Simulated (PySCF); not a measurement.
SMILES c1c(ccc(O[SiH3])c1)C=O (C₇H₈O₂Si), GFN2-xTB optimised geometry.

```
18

O     -2.56    -3.10     0.00
C     -1.36    -3.00     0.00
C     -0.61    -1.75     0.00
C     -1.29    -0.53     0.00
C     -0.59     0.66     0.00
C      0.80     0.66     0.00
O      1.52     1.78     0.00
Si     1.16     3.38     0.01
C      1.48    -0.56     0.00
C      0.79    -1.75     0.00
H     -0.72    -3.91     0.00
H     -2.37    -0.54     0.00
H     -1.11     1.61     0.00
H      0.40     3.72     1.22
H      2.52     3.91     0.00
H      0.38     3.73    -1.17
H      2.56    -0.55     0.00
H      1.32    -2.69     0.00
```

Density from CAM-B3LYP/def2-SVP in PySCF at that geometry.

Minimum of the electron density along straight lines between bonded atoms, close to the bond critical point (lines longer than 1.1 times the sum of covalent radii, or with two minima, are not listed):

```csv
bond,length / Å,ρ at the minimum / e bohr⁻³,∇²ρ there / e bohr⁻⁵,position (fraction from the first atom)
O1–C2,1.206,___,___,0.67
C2–C3,1.463,0.281,-0.72,0.51
C3–C4,1.397,0.308,-0.78,0.50
C4–C5,1.377,0.317,-0.83,0.50
C5–C6,1.394,0.313,-0.82,0.48
C6–O7,1.338,0.292,___,0.33
O7–Si8,1.633,0.124,1.04,0.59
C6–C9,1.398,0.312,-0.82,0.52
C3–C10,1.396,0.308,-0.79,0.50
C9–C10,1.377,0.318,-0.83,0.50
C2–H11,1.109,0.276,-1.04,0.64
C4–H12,1.080,0.287,-1.14,0.65
C5–H13,1.080,0.282,-1.07,0.63
Si8–H14,1.463,0.120,0.32,0.49
Si8–H15,1.453,0.122,0.34,0.49
Si8–H16,1.463,0.120,0.32,0.49
C9–H17,1.079,0.284,-1.10,0.64
C10–H18,1.080,0.284,-1.10,0.64
```

### Question
Fill in the missing entries.

### Answer

- O1–C2, ρ at the minimum / e bohr⁻³: 0.412
- O1–C2, ∇²ρ there / e bohr⁻⁵: 0.44
- C6–O7, ∇²ρ there / e bohr⁻⁵: -0.14
